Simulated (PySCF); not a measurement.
# Structure elucidation problem

The spectra below were simulated for a compound C3H7BO.

1H NMR (300 MHz, computed): δ 6.58 (m, 1H), 6.47 (m, 1H), 6.36 (m, 1H), 4.72 (br, 1H), 3.71 (s, 3H).

13C{1H} NMR (computed): δ 156.1, 147.4, 56.9.

All values are calculated (PySCF 2.14.0 with density-fitted response routines): geometry from PBE0-D3(BJ)/def2-SVP, NMR shieldings at HF/pcSseg-2/GIAO, B3LYP/pcJ-1 coupling constants (spin–dipole term only in couplings to heteroatoms). Gas phase, fast rotation and ring inversion assumed for equivalent nuclei, one conformer, non-relativistic.

Shifts are taken against calculated references (same method and geometry level): TMS for 1H, 13C.

Q: Deduce the structure.

A: 
- 3 carbon signals for 3 carbons: no two carbons are equivalent.
- Carbon types of the structure: 1 × CH, 1 × CH2, 1 × CH3, leaving 1 H on heteroatoms.
- δC 156.1: terminal =CH2 carbon; an sp2 carbon of a C=C bond.
- δC 147.4: alkene CH; as expected for a trigonal carbon in a double bond.
- δC 56.9: methyl carbon bonded to O; deshielded by the electronegative neighbour.
- δH 6.58, 6.47: hydrogen on a terminal =CH2 carbon; olefinic region.
- δH 6.36: hydrogen on an alkene CH; a vinylic proton, deshielded by the sp2 carbon and the C=C anisotropy.
- δH 4.72: hydrogen on a boron bonded to C, O.
- δH 3.71: hydrogen on a methyl carbon bonded to O; its carbon carries O, which withdraws density.

The compound is `InChI=1S/C3H7BO/c1-3-4-5-2/h3-4H,1H2,2H3`.

The shifts were computed for this structure.

Hydrogens on boron are broadened and split by 11B (spin 3/2, 80 %) and 10B (spin 3). A carbon bonded to boron is broadened by the quadrupolar boron nucleus and is often missing from a measured spectrum. Splittings below 1 Hz are ignored in the labels, and close J values are merged. Unscaled 3J(H,H) at this level run about 10 % above measured values. Shifts are as computed, not scaled to solution data. Of 1211 compounds with measured shifts, 218 miss one by over three times the rms of a fit or turn the order of signals round; such compounds aren't used in these exercises. Only one conformer was computed, so three-bond couplings in flexible chains and rings are approximate.
